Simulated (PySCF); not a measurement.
Be(OH)2, H2BeO2, SMILES [OH][Be][OH] (PBE0/def2-SVP optimised geometry):

```
5

Be     0.017    -0.233     0.000
O     -1.390    -0.298     0.036
H     -2.164     0.174    -0.253
O      1.427    -0.233     0.000
H      2.164     0.298    -0.284
```

Method: PBE0/def2-TZVP (PySCF 2.14.0).

**Question.** What are the frontier orbital energies and the dipole moment?

**Answer.** HOMO-2 -9.46 eV, HOMO-1 -9.07 eV, HOMO -8.63 eV, LUMO -0.27 eV, LUMO+1 1.78 eV; dipole moment 2.01 D.

On the same geometry PBE/def2-TZVP (PySCF) gives HOMO-2 -7.72 eV, HOMO-1 -7.33 eV, HOMO -6.92 eV, LUMO -0.92 eV, LUMO+1 0.89 eV; dipole moment 1.92 D.

Meta-Löwdin charges at PBE0/def2-TZVP: Be1 1.49, O2 -1.11, H3 0.36, O4 -1.11, H5 0.36.
